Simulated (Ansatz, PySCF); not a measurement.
CH3F3OSi, SMILES FC[Si](F)(F)O. Atoms are numbered in the order given.

```xyz
9

O     -1.2208     0.5215     0.9854
Si    -0.3502    -0.2644    -0.1513
F     -0.5330    -1.8547     0.0175
F     -0.8795     0.0749    -1.6355
C      1.4575     0.2186     0.0311
F      1.4696     1.4682     0.6589
H     -0.7613     1.2736     1.3798
H      1.9834     0.2979    -0.9347
H      2.0084    -0.5007     0.6611
```

Geometry optimised at ωB97X-D3(BJ)/def2-SVP. The structure was generated by enumeration, and PubChem lists no compound with its InChIKey, so it may never have been made. One conformer was computed; it need not be the lowest.

Two levels are set side by side: PBE-D3(BJ)/def2-SVP (Ansatz, a first-principles code) and ωB97X-D3(BJ)/def2-SVP (PySCF). Each level has its own optimised geometry; the coordinates shown are those of the second. Frequencies come from the Hessian of PySCF at each geometry. Differences are taken from unrounded values.

```tsv
quantity	ωB97X-D3(BJ)
mean bond length (Å)	1.413
bond O1–Si2 (Å)	1.633
bond Si2–F3 (Å)	1.610
bond Si2–F4 (Å)	1.612
bond Si2–C5 (Å)	1.880
bond C5–F6 (Å)	1.399
bond O1–H7 (Å)	0.966
bond C5–H8 (Å)	1.103
bond C5–H9 (Å)	1.103
highest harmonic wavenumber (cm⁻¹)	3902
mean harmonic wavenumber (cm⁻¹)	1070
zero-point energy (kcal/mol)	32.11
```

Task: What does PBE-D3(BJ) give, and how far is it from ωB97X-D3(BJ)? (The exact figures need the calculation; the answer reports its results.)

Result: 
```json
[
 {"quantity": "mean bond length (Å)", "PBE-D3(BJ)": "1.425", "PBE-D3(BJ) minus ωB97X-D3(BJ)": "0.012"},
 {"quantity": "bond O1–Si2 (Å)", "PBE-D3(BJ)": "1.649", "PBE-D3(BJ) minus ωB97X-D3(BJ)": "0.016"},
 {"quantity": "bond Si2–F3 (Å)", "PBE-D3(BJ)": "1.623", "PBE-D3(BJ) minus ωB97X-D3(BJ)": "0.013"},
 {"quantity": "bond Si2–F4 (Å)", "PBE-D3(BJ)": "1.625", "PBE-D3(BJ) minus ωB97X-D3(BJ)": "0.013"},
 {"quantity": "bond Si2–C5 (Å)", "PBE-D3(BJ)": "1.895", "PBE-D3(BJ) minus ωB97X-D3(BJ)": "0.015"},
 {"quantity": "bond C5–F6 (Å)", "PBE-D3(BJ)": "1.406", "PBE-D3(BJ) minus ωB97X-D3(BJ)": "0.008"},
 {"quantity": "bond O1–H7 (Å)", "PBE-D3(BJ)": "0.977", "PBE-D3(BJ) minus ωB97X-D3(BJ)": "0.012"},
 {"quantity": "bond C5–H8 (Å)", "PBE-D3(BJ)": "1.112", "PBE-D3(BJ) minus ωB97X-D3(BJ)": "0.009"},
 {"quantity": "bond C5–H9 (Å)", "PBE-D3(BJ)": "1.113", "PBE-D3(BJ) minus ωB97X-D3(BJ)": "0.009"},
 {"quantity": "highest harmonic wavenumber (cm⁻¹)", "PBE-D3(BJ)": "3712", "PBE-D3(BJ) minus ωB97X-D3(BJ)": "-190"},
 {"quantity": "mean harmonic wavenumber (cm⁻¹)", "PBE-D3(BJ)": "1027", "PBE-D3(BJ) minus ωB97X-D3(BJ)": "-43"},
 {"quantity": "zero-point energy (kcal/mol)", "PBE-D3(BJ)": "30.82", "PBE-D3(BJ) minus ωB97X-D3(BJ)": "-1.29"}
]
```

GGA bonds tend to be longer and softer than those of functionals with exact exchange. Differences between two approximate levels are no errors against the true value.
